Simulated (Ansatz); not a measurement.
Two isomers of C3H8AlF: A = `C[CH2][Al]([CH3])[F]`, B = `CC[CH2][AlH][F]`.

Computed with Ansatz on PBE0-D4/def2-TZVP structures; ΔE is electronic, products minus reactants. CCSD(T)/CBS is the MP2 limit (def2-TZVPP, def2-QZVPP) plus CCSD(T) − MP2 in def2-TZVPP, frozen cores. Functionals use def2-TZVPP. B3LYP here is the variant with VWN-RPA as its local correlation; programs differ in this. Each species was taken in one conformer, which may not be the lowest.

Problem. Which isomer does CCSD(T)/CBS put lower? Give the gap. (Best estimate.)

Solution. Ansatz gave: A, by 45.1 kJ/mol.

Problem. Give E(B) − E(A) in kJ/mol with PBE0-D4, MP2/def2-TZVPP, PBE-D4, ωB97M-V, B3LYP, CCSD/def2-TZVPP, CCSD(T)/def2-TZVPP. (Best estimate.)

Solution. The calculation gave: PBE0-D4 46.9, MP2/def2-TZVPP 45.3, PBE-D4 48.3, ωB97M-V 47.3, B3LYP 48.1, CCSD/def2-TZVPP 43.6, CCSD(T)/def2-TZVPP 44.2. None reverses the order clearly.

Largest T1 diagnostic: 0.011.

In def2-TZVPP, CCSD(T) changes the Hartree–Fock value by +5.6 kJ/mol (the triples alone add +0.6 kJ/mol) and MP2 by +6.8 kJ/mol.
